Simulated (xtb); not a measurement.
xtb input:

```bash
xtb mol.xyz --gfn 2 --ohess tight --chrg 0 --uhf 0
```
mol.xyz:
```
9

Si     1.15952156     0.08319595    -0.15394569
Cl     1.46679857    -1.62084789     1.08038896
Cl     1.34926452     1.81420630     1.00498880
Cl     2.76731001     0.07637023    -1.59201794
O     -0.34105348    -0.00556443    -0.97725405
C     -1.34656305    -0.04344763    -0.06343553
H     -2.33372564    -0.11367786    -0.54575226
H     -1.34151627    -0.96613804     0.62455801
H     -1.37317624     0.83322338     0.53364127
```

Question: What final total energy does it print?

Answer: -23.27979 Eh (GFN2-xTB).
